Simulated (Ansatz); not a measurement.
`Cl[BH][GaH2]`, one more setting.

```yaml
crystal:
  periodic: [false, false, false]
  atoms:
    - {symbol: Cl, position_ang: [-0.771564, -2.064153, 0.922079]}
    - {symbol: B, position_ang: [-0.515241, -0.875284, -0.335415]}
    - {symbol: Ga, position_ang: [0.494948, 0.888470, 0.128801]}
    - {symbol: H, position_ang: [-0.955751, -1.176420, -1.405844]}
    - {symbol: H, position_ang: [2.059758, 0.997640, 0.006484]}
    - {symbol: H, position_ang: [-0.270050, 2.165747, 0.637594]}
basis:
  gaussian: {orbitals: def2-SVPD, fitting: {mean_field: cc-pVTZ-jkfit}}
total_charge: 1
magnetization: {spin_polarized: true, initial_magnetization: 1}
hamiltonian: {xc: {name: HF}}
correlation: {active_space: {window: {electrons: 6, orbitals: 2}}}
```

```sh
$ ansatz run in.yaml --threads 2 --pin off --events-out ev --progress --plain --max-ram 4352MiB
```

Output, abridged:

```
Error: invalid value for `correlation.active_space`: it starts from restricted Hartree–Fock orbitals; set hamiltonian.xc: hf without magnetization.spin_polarized
```
